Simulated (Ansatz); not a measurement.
`[NH2][In]([Cl])[Cl]` + H–F → `[F][In]([Cl])[Cl]` + NH₃ at 500 K and 1 bar (ligand exchange at the In–N bond).

Gas-phase electronic energies from Ansatz, PBE0-D4/def2-TZVP geometries. CCSD(T)/CBS is the MP2 limit (def2-TZVPP, def2-QZVPP) plus CCSD(T) − MP2 in def2-TZVPP, frozen cores. This one scheme is used for every species. def2 core potentials past Kr. For In outer-core shells are correlated without core-valence functions, which leaves a few kJ/mol of doubt a bond. Each species was taken in one conformer, which may not be the lowest.

```json
{"species": "`[NH2][In]([Cl])[Cl]`", "CCSD(T)/CBS energy (Eh)": "-1165.39137", "H − E (kJ/mol)": "111.2", "S (J/(mol·K))": "407.1"}
{"species": "H–F", "CCSD(T)/CBS energy (Eh)": "-100.39570", "H − E (kJ/mol)": "39.4", "S (J/(mol·K))": "188.7"}
{"species": "`[F][In]([Cl])[Cl]`", "CCSD(T)/CBS energy (Eh)": "-1209.28900", "H − E (kJ/mol)": "43.5", "S (J/(mol·K))": "379.5"}
{"species": "NH₃", "CCSD(T)/CBS energy (Eh)": "-56.50880", "H − E (kJ/mol)": "108.2", "S (J/(mol·K))": "211.8"}
```

H − E and S are ideal-gas, rigid-rotor, harmonic terms from PBE0-D4/def2-TZVP, for one conformer and one mirror image of each species. 1 Eh = 2625.50 kJ/mol, R = 8.31446 J/(mol·K).

Question: By hand: ΔE, ΔH, ΔS and ΔG.

Answer: ΔE = (-1209.28900) + (-56.50880) − (-1165.39137) − (-100.39570) = -0.01073 Eh = -28.2 kJ/mol. Δ(H − E) = 43.5 + 108.2 − 111.2 − 39.4 = 1.1, so ΔH = -27.1 kJ/mol. ΔS = 379.5 + 211.8 − 407.1 − 188.7 = -4.5 J/(mol·K). ΔG = -27.1 − 500 × (-4.5)/1000 = -24.9 kJ/mol.

Question: By hand: the equilibrium constant, and the temperature at which ΔG would vanish if ΔH and ΔS stayed fixed.

Answer: log₁₀ K = −ΔG/(RT ln 10) = 2.6. ΔG = 0 at ΔH/ΔS = 6022 K, far beyond where these terms or the molecules hold.

The number of gas molecules stays the same, so ΔS is small and ΔH decides. A doubt of 5 kJ/mol in ΔE shifts log₁₀ K by 0.5 here. Other conformers and mirror images would add mixing entropy, several J/(mol·K) or more a flexible species. These are equilibria of isolated gas molecules and say nothing of rates. Largest T1 diagnostic: 0.014 (customary marks: 0.02 for closed shells, 0.045 for open ones).
